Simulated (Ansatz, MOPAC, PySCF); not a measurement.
Lewis adduct: BH3 (SMILES B) (first 4 atoms) with H2S (SMILES S); geometry from B3LYP-D3(BJ)/def2-TZVP.
(charge 0, multiplicity 1):
```xyz
7

B     -0.449    -0.325     0.670
H      0.406    -0.887     0.038
H     -1.248    -1.057     1.191
H     -0.879     0.690     0.202
S      0.628     0.229     2.297
H     -0.201     1.071     2.942
H      1.392     1.235     1.832
```

Monomers are frozen at their geometry in the pair; levels with a basis set take the counterpoise correction.

Correlated levels freeze the cores. The state that PM7 reach isn't checked; PM7 holds dispersion and hydrogen-bond terms.

Codes used: Ansatz (an electronic-structure program); MOPAC for PM7 (differences of heats of formation); PySCF for the dispersion terms. 

One of these levels gives -462.8 meV for the interaction energy. Name it.
A) revPBE-D3(BJ)/def2-TZVPPD
B) PM7
C) CCSD/aug-cc-pV(D+d)Z
D) HF/aug-cc-pV(T+d)Z

D, HF/aug-cc-pV(T+d)Z. The others give -1007.2 (PM7), -1170.3 (revPBE-D3(BJ)/def2-TZVPPD), -739.6 (CCSD/aug-cc-pV(D+d)Z)
